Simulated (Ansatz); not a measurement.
Total energies of `c1cc2sc(-c3cc4sc(-c5cc6sccc6s5)cc4s3)cc2s1` from Ansatz at PBE-D4/def2-TZVP, gas phase (1 Eh = 27.2114 eV = 2625.5 kJ/mol). The reference geometry is relaxed at r2SCAN-D4/def2-SVP.

```
atom   x (Å)   y (Å)   z (Å)
  C1   3.514   7.376   1.696
  C2   4.129   6.144   1.689
  C3   3.205   5.120   1.353
  S4   3.290   3.399   1.167
  C5   1.577   3.313   0.759
  C6   0.975   2.039   0.467
  C7   1.574   0.784   0.457
  C8   0.652  -0.231   0.122
  S9   0.738  -1.952  -0.063
 C10  -0.975  -2.039  -0.470
 C11  -1.577  -3.313  -0.761
 C12  -0.978  -4.566  -0.774
 C13  -1.902  -5.583  -1.109
 S14  -1.823  -7.304  -1.300
 C15  -3.514  -7.376  -1.696
 C16  -4.129  -6.144  -1.689
 C17  -3.205  -5.120  -1.352
 S18  -3.291  -3.400  -1.163
 C19  -1.573  -0.784  -0.458
 C20  -0.652   0.231  -0.124
 S21  -0.738   1.952   0.063
 C22   0.978   4.566   0.773
 C23   1.902   5.583   1.108
 S24   1.824   7.305   1.298
 H25   3.965   8.344   1.917
 H26   5.185   5.990   1.915
 H27   2.630   0.625   0.683
 H28   0.079  -4.725  -0.551
 H29  -3.965  -8.344  -1.916
 H30  -5.186  -5.990  -1.912
 H31  -2.630  -0.624  -0.683
 H32  -0.078   4.725   0.550
```

| state | geometry | energy (Eh) |
| --- | --- | --- |
| charge 0 singlet | reference | -3078.41283 |
| charge 1 doublet | reference | -3078.18405 |
| charge -1 doublet | reference | -3078.45845 |
| free C atom (triplet) | – | -37.79597 |
| free S atom (triplet) | – | -397.93833 |
| free H atom (doublet) | – | -0.49962 |

Single mean-field runs in def2-TZVP are fitted with def2-universal-jkfit.

Problem. Work out the vertical ionisation energy to the doublet.

Solution. E(charge 1 doublet) − E(charge 0 singlet) = -3078.18405 − (-3078.41283) = 0.22878 Eh = 6.23 eV. For comparison, −ε of the highest occupied level is 4.61 eV at this level, 1.62 eV less.

Problem. Work out the vertical electron affinity, to the doublet.

Solution. E(charge 0 singlet) − E(charge -1 doublet) = -3078.41283 − (-3078.45845) = 0.04562 Eh = 1.24 eV. The basis lacks diffuse functions, which makes affinities too small.

Problem. Give the fundamental gap IE − EA, the Mulliken electronegativity (IE + EA)/2 and the hardness (IE − EA)/2.

Solution. From the values in Eh: IE − EA = 0.22878 − 0.04562 = 0.18316 Eh = 4.98 eV; (IE + EA)/2 = 3.73 eV; (IE − EA)/2 = 2.49 eV. The HOMO–LUMO gap of the same run is 1.88 eV, 3.10 eV smaller than the fundamental gap.

Problem. What is the binding energy per atom against free atoms?

Solution. Atoms: 18 × (-37.79597) + 6 × (-397.93833) + 8 × (-0.49962) = -3071.95440 Eh. Binding: -3071.95440 − (-3078.41283) = 6.45843 Eh = 175.74 eV, or 5.49 eV for each of 32 atoms (no zero-point energy, no counterpoise term).

At PBE-D4/def2-TZVP the highest occupied level of the charge -1 doublet lies above zero (up to 0.33 eV). By energy differences its removal costs 1.24 eV (vertical, to the charge 0 singlet, at PBE-D4/def2-TZVP); self-interaction error and the lack of diffuse functions both raise the level.
